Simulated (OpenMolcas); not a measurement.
## V+: effect of the basis set

```
Program             : OpenMolcas
Method              : MS-CASPT2, IPEA 0.25 Eh, imaginary shift 0.1 Eh (closed shells correlated: 3s 3p)
Active space        : 4 electrons in 5 orbitals (3d)
State averaging     : 2S+1 = 5 even, 5 roots; 2S+1 = 3 even, 45 roots; 2S+1 = 1 even, 50 roots (44 in the spin-orbit step)
Spin-orbit coupling : state interaction with AMFI integrals over the reference wave functions, term energies averaged over their components
```

A. ANO-R1 [5s3p3d1f], X2C, finite nucleus; CASPT2 step about 16 core-seconds
B. ANO-L-VTZP [6s5p3d2f1g], non-relativistic, point nucleus; CASPT2 step of the order of 17 core-seconds
C. ANO-RCC-VTZP [6s5p3d2f1g], DKH2, point nucleus; CASPT2 step roughly 22 core-seconds
D. ANO-R2 [6s4p4d2f1g], X2C, finite nucleus; CASPT2 step roughly 24 core-seconds
E. ANO-RCC-VQZP [7s6p4d3f2g1h], DKH2, point nucleus; CASPT2 step about 50 core-seconds
F. ANO-R3 [7s5p5d3f2g1h], X2C, finite nucleus; CASPT2 step about 60 core-seconds

Energies in eV above 3d⁴ ⁵D₀, the measured ground level; measured values from NIST Handbook of Basic Atomic Spectroscopic Data.

```json
{"Level": "3d⁴ ⁵D₀", "A": "0.0000", "B": "0.0000", "C": "0.0000", "D": "0.0000", "E": "0.0000", "F": "0.0000", "Measured": "0.0000"}
{"Level": "3d⁴ ⁵D₁", "A": "0.0049", "B": "0.0050", "C": "0.0049", "D": "0.0049", "E": "0.0050", "F": "0.0049", "Measured": "0.0045"}
{"Level": "3d⁴ ⁵D₂", "A": "0.0144", "B": "0.0147", "C": "0.0146", "D": "0.0145", "E": "0.0148", "F": "0.0146", "Measured": "0.0132"}
{"Level": "3d⁴ ⁵D₃", "A": "0.0284", "B": "0.0289", "C": "0.0286", "D": "0.0285", "E": "0.0290", "F": "0.0287", "Measured": "0.0259"}
{"Level": "3d⁴ ⁵D₄", "A": "0.0463", "B": "0.0471", "C": "0.0467", "D": "0.0464", "E": "0.0473", "F": "0.0467", "Measured": "0.0421"}
{"Level": "3d⁴ ³P₀(1)", "A": "1.434", "B": "1.387", "C": "1.336", "D": "1.327", "E": "1.287", "F": "1.288", "Measured": ""}
{"Level": "3d⁴ ³P₁(1)", "A": "1.462", "B": "1.416", "C": "1.364", "D": "1.355", "E": "1.316", "F": "1.317", "Measured": ""}
{"Level": "3d⁴ ³P₂(1)", "A": "1.514", "B": "1.469", "C": "1.417", "D": "1.408", "E": "1.369", "F": "1.370", "Measured": ""}
{"Level": "3d⁴ ³H₄", "A": "1.659", "B": "1.545", "C": "1.518", "D": "1.520", "E": "1.456", "F": "1.462", "Measured": ""}
{"Level": "3d⁴ ³H₅", "A": "1.669", "B": "1.556", "C": "1.528", "D": "1.530", "E": "1.466", "F": "1.473", "Measured": ""}
{"Level": "3d⁴ ³H₆", "A": "1.680", "B": "1.567", "C": "1.539", "D": "1.541", "E": "1.477", "F": "1.484", "Measured": ""}
{"Level": "3d⁴ ³F₂(1)", "A": "1.705", "B": "1.627", "C": "1.598", "D": "1.587", "E": "1.541", "F": "1.546", "Measured": ""}
{"Level": "3d⁴ ³F₃(1)", "A": "1.711", "B": "1.633", "C": "1.604", "D": "1.593", "E": "1.547", "F": "1.552", "Measured": ""}
{"Level": "3d⁴ ³F₄(1)", "A": "1.719", "B": "1.640", "C": "1.611", "D": "1.600", "E": "1.554", "F": "1.559", "Measured": ""}
{"Level": "3d⁴ ³G₃", "A": "2.012", "B": "1.913", "C": "1.885", "D": "1.878", "E": "1.820", "F": "1.823", "Measured": ""}
{"Level": "3d⁴ ³G₄", "A": "2.024", "B": "1.925", "C": "1.897", "D": "1.890", "E": "1.832", "F": "1.835", "Measured": ""}
{"Level": "3d⁴ ³G₅", "A": "2.036", "B": "1.938", "C": "1.909", "D": "1.902", "E": "1.844", "F": "1.847", "Measured": ""}
{"Level": "3d⁴ ¹G₄(1)", "A": "2.390", "B": "2.303", "C": "2.250", "D": "2.249", "E": "2.167", "F": "2.170", "Measured": ""}
{"Level": "3d⁴ ¹I₆", "A": "2.509", "B": "2.338", "C": "2.313", "D": "2.306", "E": "2.217", "F": "2.223", "Measured": ""}
{"Level": "3d⁴ ³D₃", "A": "2.533", "B": "2.439", "C": "2.403", "D": "2.390", "E": "2.345", "F": "2.345", "Measured": ""}
{"Level": "3d⁴ ³D₂", "A": "2.537", "B": "2.443", "C": "2.406", "D": "2.394", "E": "2.349", "F": "2.348", "Measured": ""}
{"Level": "3d⁴ ¹S₀", "A": "2.540", "B": "2.494", "C": "2.434", "D": "2.420", "E": "2.370", "F": "2.367", "Measured": ""}
{"Level": "3d⁴ ³D₁", "A": "2.541", "B": "2.447", "C": "2.411", "D": "2.398", "E": "2.353", "F": "2.353", "Measured": ""}
{"Level": "3d⁴ ¹D₂", "A": "3.026", "B": "2.895", "C": "2.839", "D": "2.823", "E": "2.753", "F": "2.763", "Measured": ""}
```

Deviations, from unrounded energies. A percentage is the sum of absolute deviations over the sum of measured energies, with the sign that they share, or ± where signs differ.

```
                  Against measurement  Levels     A      B      C      D      E      F
       mean absolute deviation (cm-1)       4    17     20     18     18     21     19
fine structure of the ground term (%)       4  +9.8  +11.7  +10.7  +10.1  +12.2  +10.8
```

A, B, C, D, E, F lie about equally close to measurement. The largest miss of A in the table is 3d⁴ ⁵D₄, by +35 cm-1. The ranking rests on the paired levels alone, and a cruder setting can come out closer through cancelling errors.

The two smallest mean deviations differ by little beside CASPT2's spread within terms, so their order carries little weight.

Among A to F the level of the table that moves most is 3d⁴ ¹I₆, by 2400 cm-1 (lowest in E, highest in A). Moves below CASPT2's spread within the term are not significant.

CASPT2 does not keep the components of a term degenerate, so their means are used; among the terms shown or strongly mixed into the levels shown the widest spread is 2000 cm-1 (3d⁴ ¹I, E). Some high roots are left out of the spin-orbit mixing, which shifts the levels that they would mix with. The CASPT2 spread within a term exceeds the gap to the next term for 3d⁴ ³H and 3d⁴ ³F(1), 3d⁴ ¹G(1) and 3d⁴ ¹I, 3d⁴ ¹I and 3d⁴ ³D and others, so the order of their levels is uncertain, and so are names and mixing where such terms share a J (figures for A; the like holds for B, C, D, E, F). Measured partners are found by configuration, term and J. A level has none where our copy of the source lacks it or the pairing is in doubt (some pairs that miss far off the trend of their configuration count as doubtful), and it then counts in no deviation. Only configurations of the active space appear. The table leaves out levels that lie high or whose names do not pair safely across all columns.

A number in round brackets counts repeated terms of one configuration in the order of the reference energies.
